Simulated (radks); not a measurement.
Results of a calculation; reference values are marked as such.
Valence configurations of the bromine ion Br+ (all share [Ar]). Level of theory: scalar-relativistic Kohn-Sham, PBEsol, spin-polarised, spherical densities, point nucleus; open shells are filled with parallel spins first (a radial shooting solver on a logarithmic mesh with Libxc functionals). Energies are relative to 3d10 4s2 4p4; eigenvalues in eV for spin up.

valence          E (eV)  moment (Bohr magnetons)    e(3d)    e(4p)    e(4s)
3d10 4s2 4p4      0.000                        2  -77.930  -18.205  -31.149
3d9 4s2 4p5      66.067                        2  -91.600  -19.757  -33.621
3d10 4s1 4p5     12.938                        2  -79.566  -18.907  -32.093
3d9.5 4s1 4p5.5  45.171                        2  -86.287  -19.666  -33.305
3d9.5 4s2 4p4.5  31.809                        2  -84.707  -18.989  -32.401
3d9 4s1 4p6      79.846                        2  -93.127  -20.412  -34.487

NIST lists [Ar] 3d10 4s2 4p4 as the ground configuration; this level of theory agrees among the configurations tried. The energies are those of spherical high-spin densities, not of single terms.
